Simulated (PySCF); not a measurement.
C₂H₄BFO₂, SMILES O=C(C)B(F)O.

The structure is a stationary point at B3LYP-D3(BJ)/def2-SVP. This is a generated structure with no PubChem entry under its InChIKey; it may be hypothetical. Other conformers were not sampled.

These are TDDFT-PBE/def2-SVPD in PySCF values and carry that method's errors.

Vertical excitations. The molecule is in vacuum. State labels are in the subgroup Cs.

```json
[
 {"state": "S1", "symmetry": "A\"", "energy (eV)": "3.15", "λ (nm)": "394", "f": "0.000", "main pairs": "HOMO→LUMO 100 %"},
 {"state": "S2", "symmetry": "A'", "energy (eV)": "5.61", "λ (nm)": "221", "f": "0.013", "main pairs": "HOMO→LUMO+1 100 %"},
 {"state": "S3", "symmetry": "A\"", "energy (eV)": "5.90", "λ (nm)": "210", "f": "0.000", "main pairs": "HOMO−2→LUMO 99 %"},
 {"state": "S4", "symmetry": "A'", "energy (eV)": "6.22", "λ (nm)": "199", "f": "0.026", "main pairs": "HOMO−1→LUMO 84 %"},
 {"state": "S5", "symmetry": "A\"", "energy (eV)": "6.58", "λ (nm)": "188", "f": "0.006", "main pairs": "HOMO→LUMO+2 98 %"},
 {"state": "S6", "symmetry": "A'", "energy (eV)": "6.60", "λ (nm)": "188", "f": "0.005", "main pairs": "HOMO→LUMO+3 89 %"},
 {"state": "S7", "symmetry": "A\"", "energy (eV)": "7.10", "λ (nm)": "175", "f": "0.001", "main pairs": "HOMO−4→LUMO 96 %"},
 {"state": "S8", "symmetry": "A'", "energy (eV)": "7.13", "λ (nm)": "174", "f": "0.094", "main pairs": "HOMO→LUMO+4 94 %"},
 {"state": "S9", "symmetry": "A\"", "energy (eV)": "7.18", "λ (nm)": "173", "f": "0.000", "main pairs": "HOMO−5→LUMO 98 %"},
 {"state": "S10", "symmetry": "A'", "energy (eV)": "7.27", "λ (nm)": "170", "f": "0.099", "main pairs": "HOMO−3→LUMO 62 %, HOMO−7→LUMO 12 %"},
 {"state": "T1", "symmetry": "A\"", "energy (eV)": "2.48", "λ (nm)": "501", "f": "0", "main pairs": "HOMO→LUMO 100 %"},
 {"state": "T2", "symmetry": "A'", "energy (eV)": "5.19", "λ (nm)": "239", "f": "0", "main pairs": "HOMO−1→LUMO 78 %, HOMO−3→LUMO 18 %"},
 {"state": "T3", "symmetry": "A\"", "energy (eV)": "5.51", "λ (nm)": "225", "f": "0", "main pairs": "HOMO−2→LUMO 99 %"},
 {"state": "T4", "symmetry": "A'", "energy (eV)": "5.51", "λ (nm)": "225", "f": "0", "main pairs": "HOMO→LUMO+1 100 %"}
]
```
Triplets are in the Tamm–Dancoff approximation, which puts them higher than full response would, so one can lie above its singlet here.
